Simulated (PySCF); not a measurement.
ReO3, SMILES [O]=[Re+](=[O])=[O], charge +1, multiplicity 1.

Geometry optimised at PBE0-D3(BJ)/def2-TZVP. The multiplicity is an assumed one; other spin states were not compared. The isomer is the one that the SMILES or the coordinates give; other isomers of the formula were not compared. The def2 effective core potentials stand for the cores of Re; spin–orbit coupling is left out.

Method: TDA-LC-ωPBE/def2-SVPD (PySCF).

Vertical excitations; the highest root listed may be one member of a degenerate set. Isolated molecule, no solvent. State labels are in the subgroup Cs.

```tsv
state	symmetry	energy (eV)	λ (nm)	f	main pairs
S1	A"	2.78	447	0.000	HOMO→LUMO 97 %
S2	A"	3.31	375	0.010	HOMO−2→LUMO (degenerate set)
S3	A'	3.31	375	0.010	HOMO−1→LUMO (degenerate set)
S4	A'	4.15	299	0.000	HOMO−3→LUMO 95 %
S5	A"	4.45	279	0.000	HOMO→LUMO+1, HOMO−2→LUMO+1, HOMO−1→LUMO+2 (degenerate set)
S6	A'	4.45	279	0.000	HOMO→LUMO+2, HOMO−2→LUMO+2, HOMO−1→LUMO+1 (degenerate set)
S7	A'	4.93	252	0.008	HOMO−1→LUMO+1 48 %, HOMO−2→LUMO+2 48 %
S8	A"	4.95	250	0.000	HOMO−1→LUMO+2 49 %, HOMO−2→LUMO+1 49 %
S9	A"	5.37	231	0.002	HOMO−3→LUMO+2, HOMO−2→LUMO+1, HOMO−1→LUMO+2, HOMO→LUMO+1 (degenerate set)
S10	A'	5.37	231	0.002	HOMO−3→LUMO+1, HOMO−1→LUMO+1, HOMO−2→LUMO+2, HOMO→LUMO+2 (degenerate set)
T1	A"	2.45	507	0	HOMO→LUMO 91 %
T2	A"	2.55	487	0	HOMO−2→LUMO (degenerate set)
T3	A'	2.55	487	0	HOMO−1→LUMO (degenerate set)
T4	A'	3.37	368	0	HOMO−3→LUMO 83 %
```
Triplets are in the Tamm–Dancoff approximation.
